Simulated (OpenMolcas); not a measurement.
# Nb3+ in a ligand field

Nb3+ with 4 ligands (chloride) in tetrahedral coordination (Td) at 2.35 Å. A charge of +0.25 e stands 2.8 Å behind each ligand. Ligand basis ANO-RCC-VDZP.
```
Nb    0.0000    0.0000    0.0000
Cl    1.3568    1.3568    1.3568
Cl    1.3568   -1.3568   -1.3568
Cl   -1.3568    1.3568   -1.3568
Cl   -1.3568   -1.3568    1.3568
```

| Quantity | Value |
| --- | --- |
| Program | OpenMolcas 26.06 |
| Method | SS-CASPT2, IPEA 0.25 Eh, imaginary shift 0.1 Eh (closed shells correlated: 4s 4p and the ligand valence shells) |
| Basis | ANO-RCC-VDZP [6s5p3d1f] |
| Scalar Hamiltonian | DKH2, point nucleus |
| Active space | 2 electrons in 5 orbitals (4d) |
| State averaging | 2S+1 = 3 even, 10 roots; 2S+1 = 1 even, 15 roots |
| Spin-orbit coupling | RASSI with atomic mean-field integrals over the reference wave functions |

The lowest spin-free states (labels of Td), above the lowest:

| State | Degeneracy | E (cm-1) |
| --- | --- | --- |
| 3A2 | 1 | 0 |
| 1E | 2 | 6660 |
| 3T2 | 3 | 7690 |
| 3T1 | 3 | 11520 |
| 1A1 | 1 | 12420 |
| 1T2 | 3 | 13740 |
| 1T1 | 3 | 15710 |
| 3T1 | 3 | 18080 |
| 1E | 2 | 21790 |
| 1T2 | 3 | 23420 |
| 1A1 | 1 | 32380 |

The lowest levels with spin-orbit coupling:

| E (cm-1) | Degeneracy | 2S+1 |
| --- | --- | --- |
| 0 | 3 | 3 |
| 6350 | 2 | 1 (80 %) |
| 7620 | 1 | 3 |
| 7700 | 3 | 3 |
| 7810 | 3 | 3 |
| 8050 | 2 | 3 (81 %) |
| 11400 | 3 | 3 |
| 11500 | 2 | 3 |
| 11660 | 1 | 3 (71 %) |
| 11840 | 3 | 3 |
| 12860 | 1 | 1 (71 %) |
| 13770 | 3 | 1 |
| 15790 | 3 | 1 |
| 17850 | 1 | 3 |
| 18060 | 3 | 3 |
| 18350 | 2 | 3 |
| 18410 | 3 | 3 |
| 21930 | 2 | 1 |
| 23550 | 3 | 1 |
| 32530 | 1 | 1 |

Electric-dipole absorption from the lowest level at this geometry, strongest bands:

| E (cm-1) | λ (nm) | f |
| --- | --- | --- |
| 6350 | 1570 | 1.29e-05 |
| 7700 | 1300 | 7.92e-06 |
| 7810 | 1280 | 5.00e-06 |
| 8050 | 1240 | 2.93e-06 |
| 11400 | 877 | 2.66e-03 |
| 11500 | 870 | 1.78e-03 |
| 11660 | 858 | 6.51e-04 |
| 11840 | 845 | 2.53e-03 |
| 12860 | 778 | 2.17e-04 |
| 13770 | 726 | 7.90e-05 |
| 15790 | 633 | 9.70e-05 |
| 17850 | 560 | 5.26e-04 |
| 18060 | 554 | 1.59e-03 |
| 18350 | 545 | 1.17e-03 |
| 18410 | 543 | 1.72e-03 |
| 32530 | 307 | 1.15e-06 |

Powder χT (cm3 K/mol): 0.804 at 2 K, 0.805 at 10 K, 0.811 at 50 K, 0.818 at 100 K, 0.833 at 200 K, 0.848 at 300 K. The effective moment at 300 K is 2.828 √(χT) = 2.60 μB.

The lowest level has 2S+1 = 3, for which the spin-only value is χT = S(S+1) / 2 = 1.000 cm3 K/mol (g = 2). The computed 0.848 at 300 K differs by -0.152, through orbital momentum, spin-orbit coupling and any other state in reach.

Roots that are degenerate in the reference are averaged as groups; the widest CASPT2 spread within a group is 530 cm-1 (the 3-fold group of multiplicity 3 near 7690 cm-1 above the lowest state of its run). Shifts and gaps below about the spread of the groups concerned are not significant. Over all roots computed the reference weight is 0.72 to 0.74; a low but even weight reflects the number of correlated electrons. The least metal-like active orbital is 77 % on the metal (Löwdin) and no ligand orbital is active, so the numbers are rough. Ligand-to-metal charge-transfer states are missing. These CASPT2 states fit no ligand-field parameters well, so their order and spin gaps are uncertain. With no ligand orbital active B as a rule stays too high, so bands that hang on it stand too high and its fall with covalency is understated. With one d shell and no ligand orbital active, 10Dq can be off by a tenth or more. No measured value stands beside these numbers; the geometry was imposed, not optimised, and the real ion may take another.
